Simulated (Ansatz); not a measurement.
```yaml
crystal:
  periodic: [false, false, false]
  atoms:
    - {symbol: C, position_ang: [-1.728544, -0.109563, 0.966627]}
    - {symbol: Ti, position_ang: [1.624803, 0.074522, -0.910499]}
    - {symbol: F, position_ang: [3.544457, -2.252579, 0.442940]}
    - {symbol: F, position_ang: [0.916179, -0.529966, -4.082998]}
    - {symbol: F, position_ang: [2.770590, 3.135535, -0.410817]}
    - {symbol: H, position_ang: [-2.541150, -1.993242, 0.715865]}
    - {symbol: H, position_ang: [-1.399797, 0.251166, 2.974924]}
    - {symbol: H, position_ang: [-3.012307, 1.316414, 0.198509]}
basis:
  gaussian: {orbitals: aug-cc-pVDZ}
hamiltonian: {xc: {name: r2SCANh}, pseudopotentials: {relativity: scalar}}
```

```sh
$ ansatz run in.yaml --threads 4 --pin off --events-out ev --progress --plain --max-ram 10444MiB
```

Output, abridged:

```
Functional definition: r2SCANh
1575 factors; their error is unknown
mean field evaluation 1: about -32383.9971 eV, gradient 9.7e1 eV
mean field evaluation 2: about -30650.1179 eV, gradient 5.2e2 eV
mean field evaluation 4: about -31023.4202 eV, gradient 5.7e2 eV
mean field evaluation 8: about -32422.7305 eV, gradient 6.0e1 eV
mean field evaluation 16: about -32430.5771 eV, gradient 4.9e-5 eV
mean field -32430.57709757 eV, -1191.8017261010 hartree, gradient 4.0e-6 eV, S^2 0.000000; 10 other end points of the search recorded, 0 dependent functions left out
reference -32430.57713105 eV, -1191.8017273315 hartree; 29, 29 occupied and 149, 149 virtual orbitals, 1575 factors
Total energy: -32430.57713105 eV, -1191.8017273315 hartree
Relativity: scalar
```

In this input the coordinates are in bohr but typed as ångström. The run converged. The result belongs to that input, not to the molecule as meant.
